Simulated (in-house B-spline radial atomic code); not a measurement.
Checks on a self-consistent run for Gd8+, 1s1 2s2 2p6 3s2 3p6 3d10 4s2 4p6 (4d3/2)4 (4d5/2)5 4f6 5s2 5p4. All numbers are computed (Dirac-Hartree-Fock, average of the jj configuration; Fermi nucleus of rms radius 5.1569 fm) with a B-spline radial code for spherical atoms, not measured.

```
orbital       q       ε (Eh)     <1/r>         <r²>  small-component weight
  1s1/2       1  -1899.63805   71.8888  0.000652584                0.057196
  2s1/2       2   -324.90948    17.422   0.00997581                   0.013
  2p1/2       2   -310.85759   17.3411   0.00718808                0.012955
  2p3/2       4   -283.79499   15.3014   0.00839936                0.012016
  3s1/2       2    -78.40916   6.37616    0.0657007               0.0041559
  3p1/2       2    -71.67285   6.28551    0.0607828               0.0040824
  3p3/2       4    -65.97042   5.77125    0.0675457               0.0038238
  3d3/2       4    -53.72811   5.64728    0.0536546               0.0036982
  3d5/2       6    -52.45242   5.51135    0.0557536               0.0036136
  4s1/2       2    -20.65844   2.66577     0.327505               0.0013212
  4p1/2       2    -17.86972   2.56345     0.341509               0.0012451
  4p3/2       4    -16.48334   2.39876     0.375202               0.0011619
  4d3/2       4    -11.66283   2.19892     0.416843               0.0010075
  4d5/2       5    -11.40279   2.16024     0.429745              0.00098758
  4f5/2  2.5714     -5.71766   1.78655     0.561968              0.00069984
  4f7/2  3.4286     -5.62917   1.76915     0.574166              0.00068951
  5s1/2       2     -6.38688   1.11754      1.59477              0.00034321
  5p1/2  1.3333     -5.44725   1.04465      1.80448              0.00030948
  5p3/2  2.6667     -5.18599  0.991183      1.96053              0.00028868
```

Electron-electron repulsion V_ee = 3683.0987 hartree.

Question: What total energy follows from the eigenvalues?

Answer: The eigenvalues count the repulsion twice, so E = Σqε - V_ee = -5714.548 - 3683.099 = -9397.647 hartree; the run printed -9397.647.

Question: Does the Dirac virial theorem hold?

Answer: For a point nucleus E = -2c²Σq·w, with w the small-component weight. Here Σq·w = 0.2502 and c = 137.0360, so the ratio E/(-2c²Σq·w) is 1.000094; the finite nucleus accounts for the departure from 1.

Question: What diamagnetic shielding (Lamb formula) and susceptibility (Langevin formula) do the radii give?

Answer: σ = (α²/3)Σq<1/r> = 363.267/(3·137.036²) = 6448.2 ppm, and χ = -0.79199×10⁻⁶·Σq<r²> = -17.45×10⁻⁶ cm³/mol with Σq<r²> = 22.033 bohr². Both are non-relativistic formulas without the paramagnetism of open shells; for so heavy an element the full relativistic shielding is larger by tens of per cent.
